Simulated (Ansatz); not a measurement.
Relaxation of AlH$_{7}$OSSi (11 atoms, charge 0, multiplicity 1), to a largest force component of 0.03 eV/Å in at most 50 steps.

These are results of Ansatz, RKS PBE-D4/def2-SVP, not measurements.

```xyz
11
Properties=species:S:1:pos:R:3:forces:R:3
Al -0.576 -0.904 -1.526 0.35 0.79 1.53
S 2.623 0.535 -0.998 -0.21 -0.13 -0.11
H 0.026 -2.370 -1.643 -0.01 -0.02 -0.01
H -1.300 -0.071 -2.670 0.00 0.01 0.00
H 1.594 0.562 -0.102 -0.05 0.01 0.04
O -0.537 -0.184 0.143 -0.10 -0.61 -1.38
Si -1.091 0.596 1.506 0.05 -0.03 -0.05
H 3.015 -0.688 -0.544 0.01 0.00 -0.01
H -0.045 0.491 2.587 -0.02 -0.01 0.00
H -1.338 2.062 1.242 -0.02 -0.03 -0.01
H -2.369 -0.030 2.004 0.00 0.02 0.00
```

Task: Where does it end, and by what steps?

Result: The forces met the threshold. The force dipped under the threshold on the way, but the program's further checks kept it going. After 28 steps the energy has fallen by 0.433 eV; H5 moved furthest, 1.03 Å. Joined: Al1–S2 (3.55 → 2.61 Å).

```csv
step,energy less start (eV),largest force component (eV/Å),accepted
0,0.0000,1.535,yes
1,-0.1540,0.823,yes
2,-0.2595,0.521,yes
3,-0.3498,0.447,yes
4,-0.3866,0.137,yes
5,-0.3981,0.263,yes
6,-0.4038,0.308,yes
7,-0.4077,0.180,yes
8,-0.4116,0.078,yes
9,-0.4166,0.096,yes
10,-0.3998,0.893,no
11,-0.4191,0.049,yes
12,-0.4195,0.365,yes
13,-0.4264,0.049,yes
14,-0.4263,0.128,no
15,-0.4269,0.022,yes
16,-0.4280,0.148,yes
17,-0.4287,0.086,yes
18,-0.4302,0.016,yes
19,-0.4297,0.148,no
20,-0.4309,0.064,yes
21,-0.4311,0.095,yes
22,-0.4314,0.053,yes
23,-0.4315,0.034,yes
24,-0.4319,0.003,yes
25,-0.4322,0.063,yes
26,-0.4187,0.272,no
27,-0.4298,0.285,no
28,-0.4331,0.012,yes
```

```xyz
11
Properties=species:S:1:pos:R:3
Al -0.269 -0.691 -1.435
S 2.287 -0.202 -1.313
H -0.130 -2.266 -1.681
H -0.604 0.348 -2.608
H 2.158 1.060 -0.811
O -0.645 -0.198 0.190
Si -1.186 0.499 1.584
H 2.441 -0.735 -0.067
H -0.034 0.691 2.545
H -1.798 1.856 1.330
H -2.220 -0.361 2.267
```

Time of the run: 32 s on 2 threads of Intel(R) Xeon(R) 6975P-C (Granite Rapids), with other jobs on the host, peak memory 0.17 GiB.
